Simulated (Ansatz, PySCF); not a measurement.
Pulling on the B1–H2 bond in BH5OSi (SMILES BO[SiH3]) (multiplicity 1 held, fragments rigid). Energies count from the point at 1.194 Å.
Geometry at that point (charge 0, multiplicity 1):
```xyz
8

B     -0.355     0.168     1.746
H     -1.122     0.723     2.474
H      0.516    -0.542     2.166
O     -0.489     0.357     0.418
Si     0.331    -0.201    -0.915
H      0.863     0.968    -1.643
H     -0.630    -0.934    -1.764
H      1.435    -1.094    -0.498
```

Restricted levels (R-, RO-) in cc, def2 and unpolarised 6-31G sets keep to the state of the molecule at rest. Active spaces are followed from a long bond inwards. Levels need not reach the same state.

Frozen-core correlation. Rows in 3-21G, 6-31G* carry no dispersion term and start afresh at each structure (6-31G* with six Cartesian d functions). MP2/6-31G* freezes PySCF's default core.

Codes used: Ansatz (Gaussian orbitals); PySCF for 3-21G rows, 6-31G* rows. 

Energies in kJ/mol.

```json
[
 {"R (Å)": "0.955", "R-HF/3-21G": "103", "R-r2SCAN/cc-pV(T+d)Z": "101", "R-B3LYP/cc-pV(T+d)Z": "98", "R-MP2/6-31G*": "107", "R-MP2/cc-pV(T+d)Z": "99", "FIC-MRCISD+Q on CASSCF(2,2)/cc-pV(T+d)Z": "101"},
 {"R (Å)": "1.075", "R-HF/3-21G": "19", "R-r2SCAN/cc-pV(T+d)Z": "21", "R-B3LYP/cc-pV(T+d)Z": "19", "R-MP2/6-31G*": "22", "R-MP2/cc-pV(T+d)Z": "19", "FIC-MRCISD+Q on CASSCF(2,2)/cc-pV(T+d)Z": "20"},
 {"R (Å)": "1.194", "R-HF/3-21G": "0", "R-r2SCAN/cc-pV(T+d)Z": "0", "R-B3LYP/cc-pV(T+d)Z": "0", "R-MP2/6-31G*": "0", "R-MP2/cc-pV(T+d)Z": "0", "FIC-MRCISD+Q on CASSCF(2,2)/cc-pV(T+d)Z": "0"},
 {"R (Å)": "1.314", "R-HF/3-21G": "16", "R-r2SCAN/cc-pV(T+d)Z": "12", "R-B3LYP/cc-pV(T+d)Z": "13", "R-MP2/6-31G*": "14", "R-MP2/cc-pV(T+d)Z": "14", "FIC-MRCISD+Q on CASSCF(2,2)/cc-pV(T+d)Z": "13"},
 {"R (Å)": "1.433", "R-HF/3-21G": "51", "R-r2SCAN/cc-pV(T+d)Z": "43", "R-B3LYP/cc-pV(T+d)Z": "44", "R-MP2/6-31G*": "47", "R-MP2/cc-pV(T+d)Z": "47", "FIC-MRCISD+Q on CASSCF(2,2)/cc-pV(T+d)Z": "44"},
 {"R (Å)": "1.612", "R-HF/3-21G": "118", "R-r2SCAN/cc-pV(T+d)Z": "103", "R-B3LYP/cc-pV(T+d)Z": "105", "R-MP2/6-31G*": "113", "R-MP2/cc-pV(T+d)Z": "112", "FIC-MRCISD+Q on CASSCF(2,2)/cc-pV(T+d)Z": "105"},
 {"R (Å)": "1.791", "R-HF/3-21G": "191", "R-r2SCAN/cc-pV(T+d)Z": "168", "R-B3LYP/cc-pV(T+d)Z": "170", "R-MP2/6-31G*": "184", "R-MP2/cc-pV(T+d)Z": "182", "FIC-MRCISD+Q on CASSCF(2,2)/cc-pV(T+d)Z": "170"},
 {"R (Å)": "2.090", "R-HF/3-21G": "311", "R-r2SCAN/cc-pV(T+d)Z": "269", "R-B3LYP/cc-pV(T+d)Z": "272", "R-MP2/6-31G*": "294", "R-MP2/cc-pV(T+d)Z": "292", "FIC-MRCISD+Q on CASSCF(2,2)/cc-pV(T+d)Z": "267"},
 {"R (Å)": "2.389", "R-HF/3-21G": "420", "R-r2SCAN/cc-pV(T+d)Z": "353", "R-B3LYP/cc-pV(T+d)Z": "357", "R-MP2/6-31G*": "387", "R-MP2/cc-pV(T+d)Z": "385", "FIC-MRCISD+Q on CASSCF(2,2)/cc-pV(T+d)Z": "342"},
 {"R (Å)": "2.747", "R-HF/3-21G": "533", "R-r2SCAN/cc-pV(T+d)Z": "432", "R-B3LYP/cc-pV(T+d)Z": "437", "R-MP2/6-31G*": "475", "R-MP2/cc-pV(T+d)Z": "472", "FIC-MRCISD+Q on CASSCF(2,2)/cc-pV(T+d)Z": "401"},
 {"R (Å)": "3.225", "R-HF/3-21G": "655", "R-r2SCAN/cc-pV(T+d)Z": "504", "R-B3LYP/cc-pV(T+d)Z": "511", "R-MP2/6-31G*": "551", "R-MP2/cc-pV(T+d)Z": "551", "FIC-MRCISD+Q on CASSCF(2,2)/cc-pV(T+d)Z": "438"},
 {"R (Å)": "3.822", "R-HF/3-21G": "767", "R-r2SCAN/cc-pV(T+d)Z": "558", "R-B3LYP/cc-pV(T+d)Z": "568", "R-MP2/6-31G*": "589", "R-MP2/cc-pV(T+d)Z": "602", "FIC-MRCISD+Q on CASSCF(2,2)/cc-pV(T+d)Z": "452"}
]
```

Doubts at one or more of the structures used: a restricted determinant that unrestricted orbitals would lower (R-HF/3-21G, R-r2SCAN/cc-pV(T+d)Z, R-B3LYP/cc-pV(T+d)Z, R-MP2/6-31G*, R-MP2/cc-pV(T+d)Z).

Ansatz is a program for electronic structure.
